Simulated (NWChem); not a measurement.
System: CH$_{5}$B; SMILES CB

```xyz
7

B     -0.0009    -0.8757    -0.0186
H      1.0281    -1.4899     0.0118
H     -1.0258    -1.4965     0.0123
C     -0.0015     0.6849    -0.0161
H      0.0389     0.9640     1.0545
H     -0.9101     1.1486    -0.4148
H      0.8822     1.1429    -0.4743
```
Atoms are numbered in this order, from 1.

Computed with NWChem. Structure relaxed at the B3LYP/6-31G* (spherical d) level. Vertical excitations in the gas phase; the lowest state need not have the same character in each row.

Question: Order these by “lowest excitation, singlet (eV)”, lowest first: PBE0/def2-SVPD, full TDDFT; LDA (Slater exchange, VWN5)/def2-SVPD, full TDDFT; PBE/def2-SVPD, full TDDFT.

Answer: LDA (Slater exchange, VWN5)/def2-SVPD, full TDDFT (5.21), PBE/def2-SVPD, full TDDFT (5.45), PBE0/def2-SVPD, full TDDFT (5.79)
